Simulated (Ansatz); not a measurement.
```yaml
crystal:
  periodic: [false, false, false]
  atoms:
    - {symbol: C, position_ang: [-1.769902, 1.137469, 0.874944]}
    - {symbol: N, position_ang: [-0.346318, 1.378360, 1.005604]}
    - {symbol: Sn, position_ang: [0.928029, -0.199047, 1.078501]}
    - {symbol: N, position_ang: [0.784849, -1.478179, -0.490198]}
    - {symbol: C, position_ang: [0.931131, -0.968243, -1.839362]}
    - {symbol: H, position_ang: [-2.335479, 2.054588, 1.071699]}
    - {symbol: H, position_ang: [-2.090614, 0.407024, 1.624332]}
    - {symbol: H, position_ang: [-2.088603, 0.756128, -0.106701]}
    - {symbol: H, position_ang: [-0.037813, 2.117315, 0.389220]}
    - {symbol: H, position_ang: [0.513301, -1.108797, 2.457970]}
    - {symbol: H, position_ang: [2.495224, 0.467779, 1.034565]}
    - {symbol: H, position_ang: [0.005905, -2.117940, -0.418694]}
    - {symbol: H, position_ang: [1.839618, -0.361656, -1.907835]}
    - {symbol: H, position_ang: [1.051821, -1.791681, -2.551453]}
    - {symbol: H, position_ang: [0.097051, -0.344020, -2.193293]}
basis:
  gaussian: {orbitals: x2c-TZVPPall, final_grid: {core_spheres: 20, valence_spheres: 16, degree: 47}}
total_charge: -1
magnetization: {spin_polarized: true, initial_magnetization: 1}
hamiltonian: {xc: {name: wPBEh}}
output: {forces: true}
```

```sh
$ ansatz run in.yaml --threads 4 --pin off --events-out ev --progress --plain --max-ram 11315MiB
```

Output, abridged:

```
Functional definition: wPBEh
1928 factors; their error is unknown
140 factors; integrals over basis functions are off by at most 2.9e-7 eV
mean field evaluation 1: about -173267.6555 eV, gradient 4.7e1 eV
mean field evaluation 2: about -173246.3784 eV, gradient 8.1e1 eV
mean field evaluation 4: about -173277.2032 eV, gradient 4.5e0 eV
mean field evaluation 8: about -173277.2892 eV, gradient 1.5e-1 eV
mean field evaluation 16: about -173277.7005 eV, gradient 2.9e-3 eV
mean field -173277.70048288 eV, -6367.8380409019 hartree, gradient 1.3e-5 eV, S^2 0.751566; 7 other end points of the search recorded, 0 dependent functions left out
reference -173277.70053966 eV, -6367.8380429886 hartree; 44, 43 occupied and 280, 281 virtual orbitals, 1928 factors
Total energy: -173277.70053966 eV, -6367.8380429886 hartree
Relativity: scalar
Atom 0 at    -1.769902     1.137469     0.874944 Å, force     0.225206     0.189407     0.198685 eV/Å
Atom 1 at    -0.346318     1.378360     1.005604 Å, force    -0.642391     0.785930     0.887913 eV/Å
Atom 2 at     0.928029    -0.199047     1.078501 Å, force    -0.279587     0.060014    -0.326249 eV/Å
Atom 3 at     0.784849    -1.478179    -0.490198 Å, force     0.827083    -0.824287    -0.672799 eV/Å
Atom 4 at     0.931131    -0.968243    -1.839362 Å, force     0.122702    -0.263055     0.204098 eV/Å
Atom 5 at    -2.335479     2.054588     1.071699 Å, force    -0.040963     0.174394     0.012276 eV/Å
Atom 6 at    -2.090614     0.407024     1.624332 Å, force     0.002234    -0.139909    -0.081987 eV/Å
Atom 7 at    -2.088603     0.756128    -0.106701 Å, force    -0.040453    -0.152754    -0.198487 eV/Å
Atom 8 at    -0.037813     2.117315     0.389220 Å, force     0.076329     0.052209    -0.293890 eV/Å
Atom 9 at     0.513301    -1.108797     2.457970 Å, force     0.056726    -0.095911     0.226370 eV/Å
Atom 10 at     2.495224     0.467779     1.034565 Å, force     0.226636     0.035273     0.103689 eV/Å
Atom 11 at     0.005905    -2.117940    -0.418694 Å, force    -0.306897    -0.003903     0.026844 eV/Å
Atom 12 at     1.839618    -0.361656    -1.907835 Å, force    -0.055398     0.151287     0.020564 eV/Å
Atom 13 at     1.051821    -1.791681    -2.551453 Å, force    -0.012271    -0.163612    -0.074187 eV/Å
Atom 14 at     0.097051    -0.344020    -2.193293 Å, force    -0.158957     0.194917    -0.032838 eV/Å
Dipole moment:     0.250480    -0.052902     0.290730 e Å
```

Hardware: 4 threads of an Arm Neoverse V2 on a shared host. Wall time 55 s, peak host memory 2.1 GiB.
